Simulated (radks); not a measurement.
Results of a calculation; reference values are marked as such.
All-electron atom: the sulfur ion S2+ in [Ne] 3s2 3p2. Level of theory: Dirac Kohn-Sham, exchange-only PBE, spin-unpolarised, spherical densities, finite nucleus; open shells fill j = l - 1/2 first; Fermi nuclear charge, rms radius 3.2611 fm (a radial shooting solver on a logarithmic mesh with Libxc functionals). Some entries of the table are withheld. Estimate them.

| orbital | occ. | eigenvalue (eV) | <1/r> (bohr^-1) |
|---|---|---|---|
| 1s1/2 | 2 | (1) | (2) |
| 2s1/2 | 2 | -235.9677 | 3.069 |
| 2p1/2 | 2 | (3) | 2.976 |
| 2p3/2 | 4 | (4) | 2.956 |
| 3s1/2 | 2 | -38.2925 | (5) |
| 3p1/2 | 2 | -27.0177 | (6) |
| 3p3/2 | 0 | -26.9024 | (7) |

Answer. 
(1) 1s1/2 eigenvalue (eV): -2431.614
(2) 1s1/2 <1/r> (bohr^-1): 15.66
(3) 2p1/2 eigenvalue (eV): -181.8085
(4) 2p3/2 eigenvalue (eV): -180.5407
(5) 3s1/2 <1/r> (bohr^-1): 0.8731
(6) 3p1/2 <1/r> (bohr^-1): 0.7624
(7) 3p3/2 <1/r> (bohr^-1): 0.7592
